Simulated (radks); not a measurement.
Os30+, configuration [Kr] 4d10.

All-electron calculation, scalar-relativistic Kohn-Sham, LDA (Slater exchange, VWN5 correlation), spin-polarised, spherical densities, finite nucleus; Fermi nuclear charge, rms radius 5.4126 fm. Program: a radial shooting solver on a logarithmic mesh with Libxc functionals.

Energy parts (hartree):
part                       energy
total                 -16799.4003
kinetic                18657.2538
electron-nucleus      -39716.6992
Hartree                 4544.3063
exchange-correlation    -284.2611

Orbitals (lengths in bohr, moments of r in powers of bohr; <r^-3> diverges for s and p1/2; r(90%) holds 90 % of the orbital's charge):
| orbital | occ. | eigenvalue (hartree) | <r^-3> | <r^2> | r(90%) |
|---|---|---|---|---|---|
| 1s | 2 | -2751.213 | - | 0.0004341 | 0.0324 |
| 2s | 2 | -512.2889 | - | 0.006656 | 0.116 |
| 2p | 6 | -451.4883 | 21860 | 0.005541 | 0.110 |
| 3s | 2 | -150.0402 | - | 0.04274 | 0.283 |
| 3p | 6 | -132.1590 | 4970 | 0.04347 | 0.289 |
| 3d | 10 | -112.2141 | 629.0 | 0.03593 | 0.271 |
| 4s | 2 | -59.71605 | - | 0.1861 | 0.578 |
| 4p | 6 | -53.38574 | 1418 | 0.2029 | 0.607 |
| 4d | 10 | -45.75945 | 169.8 | 0.2109 | 0.628 |

The highest occupied level is 4d at -1245.2 eV. Summed over all electrons, <r^2> = 4.451 bohr^2, which gives a Langevin (diamagnetic) susceptibility term of -3.53 x 10^-6 cm^3/mol. The density falls to 0.001 e/bohr^3 at r = 1.19 bohr. The electron density at the nucleus is 1.781e+06 e/bohr^3 (large components only). For comparison, the ionisation energy in NIST's Atomic Spectra Database is 1262 eV (theoretical). In exact Kohn-Sham theory the highest level is minus the ionisation energy, but local and semilocal functionals leave it too shallow, through self-interaction and a potential that decays too fast; potentials with the right tail come closer.
